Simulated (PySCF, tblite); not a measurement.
C5H10BF.
SMILES: `C1CCB(CC1)F`

Jobs on this species (17 atoms, 54 electrons) with PySCF (density fitting) and tblite. Hardware of each: Arm Neoverse N1, one thread, on a shared host. Other jobs ran on the host; a repeat could differ by tens of per cent or more.

Task: Rank these jobs by wall time, shortest first.
A. GFN2-xTB; L-BFGS relaxation
B. PBE0/pcSseg-1; shieldings, ring-centre shieldings, charges and field gradients; 169 basis functions
C. B3LYP/def2-SVPD, IEF-PCM acetonitrile; 6 singlets by full TDDFT, polarisability; 223 basis functions
D. PBE0-D3(BJ)/def2-SVP, grid level 1; geometry optimisation from a GFN2-xTB start shaken at random; 148 basis functions
E. HF/pcSseg-1; shieldings, ring-centre shieldings; 169 basis functions
F. B3LYP/def2-SVPD; 10 singlets by full TDDFT, 4 Tamm–Dancoff triplets, polarisability, dynamic polarisability, ΔSCF ions; 223 basis functions

Result: A (0.98 s), E (14 s), B (34 s), C (56 s), D (1.8 min), F (4.5 min).

All jobs:

| level and settings | work | basis functions | SCF cycles | wall time |
| --- | --- | --- | --- | --- |
| GFN2-xTB | Hessian by finite differences | – | – | 0.68 s |
| GFN2-xTB | L-BFGS relaxation | – | – | 0.98 s |
| HF/pcSseg-1 | shieldings, ring-centre shieldings | 169 | 9 | 14 s |
| PBE0/pcSseg-1 | shieldings, ring-centre shieldings, charges and field gradients | 169 | 12 | 34 s |
| PBE0/pcSseg-1, IEF-PCM acetonitrile | shieldings, ring-centre shieldings, charges and field gradients | 169 | 12 | 36 s |
| B3LYP/def2-SVPD, IEF-PCM acetonitrile | 6 singlets by full TDDFT, polarisability | 223 | 13 | 56 s |
| delta-SCF UKS SCAN, pcX-2 on the ionised atom, pcseg-1 elsewhere, spin-free X2C | ΔSCF core ionisation, 5 holes | 179 | 79 | 1.7 min |
| PBE0-D3(BJ)/def2-SVP, grid level 1 | geometry optimisation from a GFN2-xTB start shaken at random | 148 | 48 | 1.8 min |
| B3LYP/def2-SVPD | 10 singlets by full TDDFT, 4 Tamm–Dancoff triplets, polarisability, dynamic polarisability, ΔSCF ions | 223 | 13 | 4.5 min |

Task: What do all jobs in the table cost together?

Result: About 10 min; the longest takes about 43 % of that, and about 400 times as long as the shortest.
